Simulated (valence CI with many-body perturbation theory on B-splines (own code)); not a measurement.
Forbidden lines of Se¹²⁺

Method: configuration interaction combined with many-body perturbation theory (CI+MBPT): four valence electrons over a frozen Dirac-Fock core [Ar], radial functions for each j: 7 s, 7 p, 8 d, 6 f, 4 g, 1 h, with the one-electron correlation potential Σ1, the two-electron term Σ2, the three-electron term Σ3, Breit, model QED; selected CI, second order for the rest, scaled by the run's own slope (own B-spline code, finite nucleus).

No measured spectrum was set against this ion. As an estimate, terms of the open shell hold to 2 to 4 % of their energy, and close levels can change places. The list stops below the first excitations out of the core. Only levels of the ground parity were solved; by the run's estimate the other parity begins above the list, which can be wrong where configurations are misplaced.

Lines 1 to 50 of 120 in falling wavelength, among levels below 587100 cm⁻¹, chosen from the decays that carry over 1 % of a level's rate. Wavelengths and rates use the calculated energies, so an error of 2000 cm⁻¹ moves a line at 1490 nm by 30 % and its rate by three times that or more. Weak lines are less certain than strong ones. Lines between different terms over intervals too small for the method are left out, as are lines whose strength nearly cancels. Intervals below about 2000 cm⁻¹, as at the head of this list, are uncertain by tens of per cent. Branching is blank where the lifetime is uncertain.

Names give the largest LS component (configuration and term), which can be under half, so a name can repeat, a term be missing and a line seem to break the LS rules; names also repeat where a configuration has a term twice. Letters in brackets count levels of one name in rising energy.

```tsv
λ vac (nm)	Upper	Lower	Type	A (s⁻¹)	Branch %
6841	3d4 5D_1	3d4 5D_0	M1	1.65e-01	100.0
4269	3d4 5D_2	3d4 5D_1	M1	7.17e-01	100.0
4114	3d4 3H_6	3d4 3H_5	M1	2.81e-01	99.9
3867	3d4 3G_5	3d4 3G_4	M1	2.59e-01	1.4
3538	3d4 5D_3	3d4 5D_2	M1	1.03e+00	100.0
3234	3d4 5D_4	3d4 5D_3	M1	7.92e-01	100.0
2872	3d4 3H_5	3d4 3H_4	M1	9.59e-01	88.1
1490	3d4 3F_3 [a]	3d4 3H_4	M1	1.46e+00	2.5
1374	3d4 3G_4	3d4 3F_4 [a]	M1	1.09e+00	5.7
1349	3d4 3P_1 [a]	3d4 3P_0 [a]	M1	7.03e+00	5.3
1248	3d4 3G_3	3d4 3F_2 [a]	M1	4.84e+00	12.4
1123	3d4 3G_3	3d4 3F_3 [a]	M1	5.99e+00	15.3
1112	3d4 3F_4 [a]	3d4 3H_4	M1	7.14e+00	8.7
1070	3d4 3P_2 [a]	3d4 3P_1 [a]	M1	1.12e+01	15.2
1046	3d4 3G_4	3d4 3F_3 [a]	M1	1.44e+00	7.5
1014	3d4 3G_5	3d4 3F_4 [a]	M1	5.18e+00	27.8
781.9	3d4 3G_4	3d4 3H_5	M1	1.50e+00	7.8
772.5	3d4 3G_5	3d4 3H_6	M1	5.36e+00	28.7
704.9	3d4 1G_4 [a]	3d4 3G_5	M1	5.93e+00	5.4
663.7	3d4 3D_3	3d4 3P_2 [a]	M1	3.62e+00	5.4
650.4	3d4 3G_5	3d4 3H_5	M1	7.16e+00	38.4
640.4	3d4 3G_3	3d4 3H_4	M1	1.47e+00	3.8
618.2	3d4 3D_2	3d4 3P_2 [a]	M1	3.39e+00	4.5
596.2	3d4 1G_4 [a]	3d4 3G_4	M1	3.50e+00	3.2
573.8	3d4 1G_4 [a]	3d4 3G_3	M1	1.65e+01	15.0
559.1	3d4 3D_1	3d4 3P_2 [a]	M1	5.58e+00	6.3
534.0	3d4 1D_2 [a]	3d4 3D_1	M1	9.57e+00	7.5
512.0	3d4 3F_4 [b]	3d4 1F_3	M1	7.18e+00	
489.3	3d4 1D_2 [a]	3d4 3D_2	M1	3.40e+00	2.7
482.6	3d4 3F_2 [b]	3d4 1F_3	M1	1.59e+01	10.9
469.0	3d4 3D_3	3d4 3F_3 [a]	M1	1.33e+00	2.0
464.3	3d4 3D_2	3d4 3F_2 [a]	M1	4.64e+00	6.2
464.1	3d4 1D_2 [a]	3d4 3D_3	M1	1.50e+01	11.8
445.8	3d4 3D_2	3d4 3F_3 [a]	M1	1.05e+00	1.4
430.2	3d4 3D_1	3d4 3F_2 [a]	M1	3.42e+00	3.8
424.8	3d4 1I_6	3d4 3H_6	M1	1.63e+01	52.3
415.8	3d4 1G_4 [a]	3d4 3F_4 [a]	M1	4.96e+01	45.0
391.8	3d4 3D_2	3d4 3P_1 [a]	M1	1.31e+00	1.7
385.0	3d4 1I_6	3d4 3H_5	M1	1.47e+01	47.3
379.8	3d4 1G_4 [a]	3d4 3F_3 [a]	M1	3.80e+00	3.5
367.2	3d4 3D_1	3d4 3P_1 [a]	M1	1.78e+01	20.0
364.6	3d4 3P_2 [b]	3d4 1D_2 [a]	M1	1.31e+01	12.1
338.3	3d4 1G_4 [a]	3d4 3H_5	M1	1.84e+01	16.7
324.4	3d4 1F_3	3d4 3D_2	M1	7.94e+00	
321.5	3d4 3F_2 [b]	3d4 1D_2 [a]	M1	7.50e+00	5.1
313.2	3d4 1F_3	3d4 3D_3	M1	2.30e+01	
302.6	3d4 1G_4 [a]	3d4 3H_4	M1	8.19e+00	7.4
294.4	3d4 1D_2 [a]	3d4 3G_3	M1	8.02e+00	6.3
288.6	3d4 3D_1	3d4 3P_0 [a]	M1	1.34e+01	15.0
281.4	3d4 1S_0 [a]	3d4 3P_1 [a]	M1	1.54e+02	100.0
```
